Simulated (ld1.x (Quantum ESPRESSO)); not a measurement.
PBE TM dataset for strontium (Sr), scalar-relativistic all-electron reference.

Sr (Z = 38), norm-conserving Troullier–Martins (Kleinman–Bylander form), made with ld1.x (Quantum ESPRESSO) 7.5 (PBE, scalar-relativistic). Core [Kr], reference 4d0 5s2 5p0. Waves: 5s (bound): rc 3.10 bohr; 4d (bound, empty): rc 3.75 bohr; 4f channel at -0.1 Ry: rc 4.05 bohr; 5p (bound, empty): rc 3.60 bohr. Local part: the p channel. Core correction: Bessel-smoothed model core inside 2.85 bohr.

(1) Estimate the cutoffs (Ry, on a coarse ladder) from which the occupation-weighted sum of valence levels, in a spherical-Bessel basis at the reference potential, stays within 10 and 1 mRy of its value at 400 Ry.

(2) Does the potential have ghost states?

## Answers

(1) 6 Ry and 8 Ry. The cutoffs count occupied waves only; the empty 4d level needs 10 Ry at the loose tolerance.

(2) Ghost state, extra bound levels that the all-electron valence spectrum of the same l lacks: s at -6.9 eV. A true bound ghost makes a file unfit for plane-wave use.

Its largest configuration-test error is -35 meV (4d1 5s1 5p0). 1 of 7 tests not solved or not reliable. Not counted: 4d0 5s1 5p0 (solver errors, printed error -2.7 eV).
